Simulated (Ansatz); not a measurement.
Geometry optimisation, RKS revPBE-D4/def2-SVP (Ansatz).

The input (input.yaml):

```yaml
crystal:
  periodic: [false, false, false]
  atoms:
    - { symbol: "N", position_ang: [-0.6207, 0.80511, -0.10652] }
    - { symbol: Ge, position_ang: [0.73514, -0.79646, 0.02164] }
    - { symbol: Cl, position_ang: [2.19028, -0.26839, -1.32179] }
    - { symbol: H, position_ang: [-1.54489, 0.47579, -0.39608] }
    - { symbol: H, position_ang: [-0.32254, 1.51994, -0.77473] }
    - { symbol: H, position_ang: [-0.7324, 1.2586, 0.80365] }
    - { symbol: H, position_ang: [-0.2082, -1.89929, -0.37988] }
    - { symbol: H, position_ang: [1.0651, -0.67315, 1.4855] }
total_charge: 1
basis:
  gaussian: { orbitals: def2-SVP }
hamiltonian:
  xc: revpbe
  dispersion: d4
relax:
  f_tol: 0.015
  max_steps: 40
```

Command:

```bash
$ ansatz run input.yaml --threads 1 --pin off --max-ram 2048MiB --backend cpu --events-out ev --progress --plain --runs-dir out
```

Problem. Where does it end, and by what steps?

Solution. It converged. Limits of this set-up: the dipole of an ion depends on the origin. After 3 steps the energy has fallen by 0.127 eV; H5 moved furthest, 0.09 Å.

```json
{"step": "0", "energy less start (eV)": "0.0000", "largest force component (eV/Å)": "1.397", "accepted": "yes"}
{"step": "1", "energy less start (eV)": "-0.1189", "largest force component (eV/Å)": "0.315", "accepted": "yes"}
{"step": "2", "energy less start (eV)": "-0.1258", "largest force component (eV/Å)": "0.070", "accepted": "yes"}
{"step": "3", "energy less start (eV)": "-0.1266", "largest force component (eV/Å)": "0.013", "accepted": "yes"}
```

```xyz
8
Properties=species:S:1:pos:R:3
N -0.626 0.794 -0.095
Ge 0.671 -0.803 0.069
Cl 2.154 -0.199 -1.342
H -1.570 0.517 -0.420
H -0.250 1.466 -0.788
H -0.749 1.309 0.795
H -0.200 -1.972 -0.418
H 1.132 -0.690 1.531
```

Whether the end is a true minimum wasn't checked by a vibrational analysis.

Time of the run: 13 s on 1 CPU thread of a shared host.
